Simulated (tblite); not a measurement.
Parent: `[CH2:1]=[CH:2][CH2:3][C:4]1=[C:5]([F:6])[CH2:7]1` with C1–C2–C3–C4 -116°, C2–C3–C4–C5 -86°, C6H7F.

Structures optimised with GFN2-xTB, isolated species. One conformer each, not checked by frequencies here.

| coordinate of the parent | value |
| --- | --- |
| C1=C2 | 1.319 Å |
| C2–C3 | 1.504 Å |
| C3–C4 | 1.474 Å |
| C4=C5 | 1.294 Å |
| C5–F6 | 1.323 Å |
| C5–C7 | 1.487 Å |
| C4–C7 | 1.529 Å |
| C1–C2–C3 | 124.2° |
| C2–C3–C4 | 109.6° |
| C3–C4–C5 | 153.2° |
| C3–C4–C7 | 143.7° |
| C5–C4–C7 | 62.9° |
| C4–C5–F6 | 150.6° |
| C4–C5–C7 | 66.3° |
| F6–C5–C7 | 143.1° |
| C4–C7–C5 | 50.8° |

Q: How does the shared frame change in `[CH2:1]=[CH:2][CH2:3][C:4]1=[C:5]([F:6])[C@H:7]1[N:8]([SiH3:9])[SiH3:10]` with C1–C2–C3–C4 -124°, C2–C3–C4–C5 136°, C5–C7–N8–Si9 -10°, C6H12FNSi2? Atoms pair as C1 = C1, C2 = C2, C3 = C3, C4 = C4, C5 = C5, F6 = F6, C7 = C7 (parent first).

A: 
```csv
parent,relative,value in the relative,change
C1=C2,C1=C2,1.318 Å,-0.001
C2–C3,C2–C3,1.502 Å,-0.002
C3–C4,C3–C4,1.474 Å,0.000
C4=C5,C4=C5,1.300 Å,+0.006
C5–F6,C5–F6,1.328 Å,+0.005
C5–C7,C5–C7,1.475 Å,-0.012
C4–C7,C4–C7,1.528 Å,-0.001
C1–C2–C3,C1–C2–C3,124.1°,-0.1
C2–C3–C4,C2–C3–C4,110.4°,+0.8
C3–C4–C5,C3–C4–C5,153.2°,0.0
C3–C4–C7,C3–C4–C7,144.4°,+0.7
C5–C4–C7,C5–C4–C7,62.3°,-0.6
C4–C5–F6,C4–C5–F6,148.3°,-2.3
C4–C5–C7,C4–C5–C7,66.5°,+0.2
F6–C5–C7,F6–C5–C7,145.2°,+2.1
C4–C7–C5,C4–C7–C5,51.3°,+0.5
```

Of the parent's bonds, C5–C7 changes most (-0.012 Å). Bonds of the relative outside the shared frame: C7–N8 1.433, N8–Si9 1.738, N8–Si10 1.738 Å. Point group C1 → C1.

Q: How does the shared frame change in `[CH2:1]=[CH:2][CH2:3][C:4]1=[C:5]([F:6])[C@@H:7]1[CH2:8][CH2:9][CH3:10]` with C1–C2–C3–C4 112°, C2–C3–C4–C5 68°, C5–C7–C8–C9 -146°, C7–C8–C9–C10 -178°, C9H13F? Atoms pair as C1 = C1, C2 = C2, C3 = C3, C4 = C4, C5 = C5, F6 = F6, C7 = C7 (parent first).

A: 
| parent | relative | value in the relative | change |
| --- | --- | --- | --- |
| C1=C2 | C1=C2 | 1.319 Å | 0.000 |
| C2–C3 | C2–C3 | 1.504 Å | 0.000 |
| C3–C4 | C3–C4 | 1.476 Å | +0.002 |
| C4=C5 | C4=C5 | 1.297 Å | +0.003 |
| C5–F6 | C5–F6 | 1.326 Å | +0.003 |
| C5–C7 | C5–C7 | 1.487 Å | 0.000 |
| C4–C7 | C4–C7 | 1.529 Å | 0.000 |
| C1–C2–C3 | C1–C2–C3 | 124.2° | 0.0 |
| C2–C3–C4 | C2–C3–C4 | 109.0° | -0.6 |
| C3–C4–C5 | C3–C4–C5 | 152.2° | -1.0 |
| C3–C4–C7 | C3–C4–C7 | 144.6° | +0.9 |
| C5–C4–C7 | C5–C4–C7 | 62.9° | 0.0 |
| C4–C5–F6 | C4–C5–F6 | 149.8° | -0.8 |
| C4–C5–C7 | C4–C5–C7 | 66.2° | -0.1 |
| F6–C5–C7 | F6–C5–C7 | 144.0° | +0.9 |
| C4–C7–C5 | C4–C7–C5 | 50.9° | +0.1 |

No shared bond changes by more than 0.004 Å. Bonds of the relative outside the shared frame: C7–C8 1.516, C8–C9 1.529, C9–C10 1.523 Å. Point group C1 → C1.

Q: How does the shared frame change in `[CH2:1]=[CH:2][CH2:3][C:4]1=[C:5]([F:6])[C@H:7]1[O:8][SiH3:9]` with C1–C2–C3–C4 -120°, C2–C3–C4–C5 -2°, C5–C7–O8–Si9 28°, C6H9FOSi? Atoms pair as C1 = C1, C2 = C2, C3 = C3, C4 = C4, C5 = C5, F6 = F6, C7 = C7 (parent first).

A: 
```csv
parent,relative,value in the relative,change
C1=C2,C1=C2,1.319 Å,0.000
C2–C3,C2–C3,1.499 Å,-0.005
C3–C4,C3–C4,1.474 Å,0.000
C4=C5,C4=C5,1.302 Å,+0.008
C5–F6,C5–F6,1.325 Å,+0.002
C5–C7,C5–C7,1.478 Å,-0.009
C4–C7,C4–C7,1.518 Å,-0.011
C1–C2–C3,C1–C2–C3,124.1°,-0.1
C2–C3–C4,C2–C3–C4,111.1°,+1.5
C3–C4–C5,C3–C4–C5,151.9°,-1.3
C3–C4–C7,C3–C4–C7,145.2°,+1.5
C5–C4–C7,C5–C4–C7,62.7°,-0.2
C4–C5–F6,C4–C5–F6,149.1°,-1.5
C4–C5–C7,C4–C5–C7,65.8°,-0.5
F6–C5–C7,F6–C5–C7,145.0°,+1.9
C4–C7–C5,C4–C7–C5,51.5°,+0.7
```

Of the parent's bonds, C4–C7 changes most (-0.011 Å). Bonds of the relative outside the shared frame: C7–O8 1.381, O8–Si9 1.623 Å. Point group C1 → C1.

Q: How does the shared frame change in `[CH:1]#[C:2][C@@H:3]1[C:4]([F:5])=[C:6]1[CH2:7][CH:8]=[CH2:9]` with C4–C6–C7–C8 -108°, C6–C7–C8–C9 120°, C8H7F? Atoms pair as C1 = C9, C2 = C8, C3 = C7, C4 = C6, C5 = C4, F6 = F5, C7 = C3 (parent first).

A: 
```json
{"parent": "C1=C2", "relative": "C9=C8", "value in the relative": "1.318 Å", "change": "-0.001"}
{"parent": "C2–C3", "relative": "C8–C7", "value in the relative": "1.504 Å", "change": "0.000"}
{"parent": "C3–C4", "relative": "C7–C6", "value in the relative": "1.471 Å", "change": "-0.003"}
{"parent": "C4=C5", "relative": "C6=C4", "value in the relative": "1.294 Å", "change": "0.000"}
{"parent": "C5–F6", "relative": "C4–F5", "value in the relative": "1.322 Å", "change": "-0.001"}
{"parent": "C5–C7", "relative": "C4–C3", "value in the relative": "1.497 Å", "change": "+0.010"}
{"parent": "C4–C7", "relative": "C6–C3", "value in the relative": "1.538 Å", "change": "+0.009"}
{"parent": "C1–C2–C3", "relative": "C9–C8–C7", "value in the relative": "124.0°", "change": "-0.2"}
{"parent": "C2–C3–C4", "relative": "C8–C7–C6", "value in the relative": "109.4°", "change": "-0.2"}
{"parent": "C3–C4–C5", "relative": "C7–C6–C4", "value in the relative": "154.1°", "change": "+0.9"}
{"parent": "C3–C4–C7", "relative": "C7–C6–C3", "value in the relative": "142.6°", "change": "-1.1"}
{"parent": "C5–C4–C7", "relative": "C4–C6–C3", "value in the relative": "63.1°", "change": "+0.2"}
{"parent": "C4–C5–F6", "relative": "C6–C4–F5", "value in the relative": "150.2°", "change": "-0.4"}
{"parent": "C4–C5–C7", "relative": "C6–C4–C3", "value in the relative": "66.4°", "change": "+0.1"}
{"parent": "F6–C5–C7", "relative": "F5–C4–C3", "value in the relative": "143.3°", "change": "+0.2"}
{"parent": "C4–C7–C5", "relative": "C6–C3–C4", "value in the relative": "50.5°", "change": "-0.3"}
```

Of the parent's bonds, C5–C7 and C4–C7 change most and about equally (+0.009 to +0.010 Å). Bonds of the relative outside the shared frame: C1≡C2 1.198, C2–C3 1.433 Å. Point group C1 → C1.

All values are computed, not measured.
